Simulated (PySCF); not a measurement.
**Radial density of Ga (gallium, neutral)**

UHF, [Ar] 3d10 4s2 4d1, 2D determinant (an excited configuration). Computed with PySCF 2.14 in dyall-av2z (16s12p8d, 92 functions), with no relativity, point nucleus.

```json
{"r (bohr)": "0.000805", "4πr²ρ (e/bohr)": "0.1579", "4πr²(ρα − ρβ)": "0.0000"}
{"r (bohr)": "0.00135", "4πr²ρ (e/bohr)": "0.4322", "4πr²(ρα − ρβ)": "0.0000"}
{"r (bohr)": "0.00228", "4πr²ρ (e/bohr)": "1.154", "4πr²(ρα − ρβ)": "0.0000"}
{"r (bohr)": "0.00383", "4πr²ρ (e/bohr)": "2.968", "4πr²(ρα − ρβ)": "0.0000"}
{"r (bohr)": "0.00644", "4πr²ρ (e/bohr)": "7.139", "4πr²(ρα − ρβ)": "-0.0001"}
{"r (bohr)": "0.0108", "4πr²ρ (e/bohr)": "15.40", "4πr²(ρα − ρβ)": "-0.0002"}
{"r (bohr)": "0.0182", "4πr²ρ (e/bohr)": "27.69", "4πr²(ρα − ρβ)": "-0.0003"}
{"r (bohr)": "0.0307", "4πr²ρ (e/bohr)": "37.14", "4πr²(ρα − ρβ)": "-0.0003"}
{"r (bohr)": "0.0516", "4πr²ρ (e/bohr)": "33.89", "4πr²(ρα − ρβ)": "0.0000"}
{"r (bohr)": "0.0868", "4πr²ρ (e/bohr)": "31.41", "4πr²(ρα − ρβ)": "0.0000"}
{"r (bohr)": "0.146", "4πr²ρ (e/bohr)": "43.33", "4πr²(ρα − ρβ)": "-0.0002"}
{"r (bohr)": "0.245", "4πr²ρ (e/bohr)": "29.75", "4πr²(ρα − ρβ)": "0.0033"}
{"r (bohr)": "0.413", "4πr²ρ (e/bohr)": "23.01", "4πr²(ρα − ρβ)": "0.0058"}
{"r (bohr)": "0.694", "4πr²ρ (e/bohr)": "23.31", "4πr²(ρα − ρβ)": "0.0047"}
{"r (bohr)": "1.17", "4πr²ρ (e/bohr)": "6.568", "4πr²(ρα − ρβ)": "-0.0061"}
{"r (bohr)": "1.96", "4πr²ρ (e/bohr)": "1.561", "4πr²(ρα − ρβ)": "0.0027"}
{"r (bohr)": "3.30", "4πr²ρ (e/bohr)": "0.4961", "4πr²(ρα − ρβ)": "0.1094"}
{"r (bohr)": "5.56", "4πr²ρ (e/bohr)": "0.2699", "4πr²(ρα − ρβ)": "0.2530"}
{"r (bohr)": "9.35", "4πr²ρ (e/bohr)": "0.01511", "4πr²(ρα − ρβ)": "0.0151"}
```

The outer electron is Rydberg-like, and this basis confines it to a smaller radius and binds it less than a complete one would.

**Question.** Where is the radial spin density 4πr²(ρα − ρβ) most negative, and why is it negative at all?

**Answer.** Around r = 1.17 bohr, down to -0.0061 e/bohr: exchange with the open shell polarises the paired shells in an unrestricted calculation.
